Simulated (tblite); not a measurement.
Question: Give a GFN2-xTB geometry of InChI=1S/C2H11Si3/c3-1-2(4)5/h1H2,3-5H3. (Doublet state.)

Answer: 
```
atom  x, y, z in Å
Si1   -2.2034    0.0991    0.1943
C2    -0.5489    1.0754    0.0240
C3     0.6058    0.1698   -0.0598
Si4    1.4011   -0.3969    1.5303
Si5    1.1147   -0.4667   -1.7386
H6    -2.1644   -0.6914    1.4238
H7    -3.2902    1.0802    0.2620
H8    -2.3726   -0.7572   -0.9778
H9    -0.4885    1.7320    0.8952
H10   -0.6455    1.6979   -0.8687
H11    2.7493   -0.8928    1.2547
H12    0.6260   -1.4679    2.1798
H13    1.4653    0.7283    2.4741
H14    1.0676    0.6304   -2.7164
H15    2.4707   -1.0106   -1.6666
H16    0.2054   -1.5207   -2.2216
```

Any rigid rotation of these coordinates is as good. Atoms count from 1 in this order. C3 (carbon bonded to C and 2 Si) is planar (angles 123.1°, 118.4° and 118.3°, sum 359.8°, 0.04 Å off the plane of its three neighbours). Si4 (silicon bonded to C and 3 H) is tetrahedral (angles from 107.2° to 111.9°). Si1 (silicon bonded to C and 3 H) is tetrahedral (angles from 107.5° to 111.1°). The 3 C–Si bonds span 1.866 Å (C3–Si4, drawn single) to 1.929 Å (Si1–C2, drawn single), a spread of 0.063 Å.

Bonds between heavy atoms (Å): Si1–C2 1.929, C2–C3 1.470, C3–Si4 1.866, C3–Si5 1.866.

Computed geometry: GFN2-xTB, gas phase. This method treats the open shell by occupation alone, without spin polarisation.

Its GFN2-xTB frequencies are all real (lowest 36 cm⁻¹). Torsions: Si1–C2–C3–Si4 -87°. 3 starts were optimised and ended at 0.00, 0.05 and 0.37 kcal/mol (GFN2-xTB); the lowest of these is shown.

On one thread of an Arm Neoverse V2, on a shared host, this took 0.56 s wall. That covers the optimisation of the geometry.

One conformer stands for the species.
